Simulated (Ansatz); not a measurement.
One change: `[Se]=C[S][SbH2]` becomes `PSC=[Se]`.

Ansatz, PBE0-D4/def2-TZVP geometries, multiplicity 1. Each molecule was computed in one conformer, which needn't be the lowest.

Elements past krypton have def2 core potentials. Scalar relativity is left out up to krypton. Spin–orbit coupling is left out; it splits and shifts lone-pair levels of the heavy atoms by tenths of an eV.

```csv
property,`[Se]=C[S][SbH2]`
"ideal-gas entropy at 298 K and 1 bar (rigid rotor, harmonic PBE0-D4/def2-TZVP) / J/(mol·K)",367
HOMO energy (PBE/def2-TZVPP) / eV,-5.19
HOMO–LUMO gap (PBE/def2-TZVPP) / eV,1.94
LUMO energy (B3LYP/def2-TZVPP) / eV,-2.64
LUMO energy (PBE0/def2-TZVPP) / eV,-2.48
zero-point energy (PBE0-D4/def2-TZVP) / kJ/mol,81.7
```

(1) Give the same properties after the change, and the shifts. (Estimate.)

## Answers

(1) Computed: 
```
                                                                                  property  `PSC=[Se]`  shift
ideal-gas entropy at 298 K and 1 bar (rigid rotor, harmonic PBE0-D4/def2-TZVP) / J/(mol·K)         340    -27
                                                         HOMO energy (PBE/def2-TZVPP) / eV       -5.22  -0.03
                                                       HOMO–LUMO gap (PBE/def2-TZVPP) / eV        2.00   0.06
                                                       LUMO energy (B3LYP/def2-TZVPP) / eV       -2.60   0.04
                                                        LUMO energy (PBE0/def2-TZVPP) / eV       -2.45   0.03
                                            zero-point energy (PBE0-D4/def2-TZVP) / kJ/mol        92.9   11.2
```

B3LYP here is the variant with VWN-RPA as its local correlation; programs differ in this.
